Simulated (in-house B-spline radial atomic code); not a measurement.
# V6+: [He] 2s2 (2p1/2)1 (2p3/2)3 3s2 3p6 3d1 (with a hole in an inner shell)

Computed with a radial B-spline atomic code at the basis-set limit: Dirac-Hartree-Fock, average of the jj configuration, Fermi nucleus of rms radius 3.6002 fm.

Effective charges: Z_r = [3n² - l(l+1)]/(2<r>) from the radius, Z_e = n√(-2ε) from the energy, and Slater's rules. Values are occupation-weighted means over j.

| shell | electrons | ε (eV) | <r> (bohr) | Z_r | Z_e | Slater |
| --- | --- | --- | --- | --- | --- | --- |
| 1s | 2 | -5758.3 | 0.06625 | 22.64 | 20.57 | 22.70 |
| 2s | 2 | -828.72 | 0.2978 | 20.15 | 15.61 | 19.55 |
| 2p | 4 | -737.47 | 0.2656 | 18.82 | 14.72 | 19.55 |
| 3s | 2 | -199.84 | 0.8448 | 15.98 | 11.50 | 13.45 |
| 3p | 6 | -165.02 | 0.861 | 14.52 | 10.45 | 13.45 |
| 3d | 1 | -122.38 | 0.8482 | 12.38 | 9.00 | 7.00 |

The least bound orbital is 3d3/2 at -122.2 eV, while the most diffuse is 3p3/2 (<r> = 0.8618 bohr against 0.8494 bohr): energy order and size order differ. The part-filled 2p shell lies below the filled 3p shell in orbital energy.

For the 1s electron the small component carries 0.682 % of the norm, the zero-frequency Breit interaction raises the level by 5.411 eV, self-energy by 2.71 eV, and vacuum polarisation lowers it by 0.2157 eV.
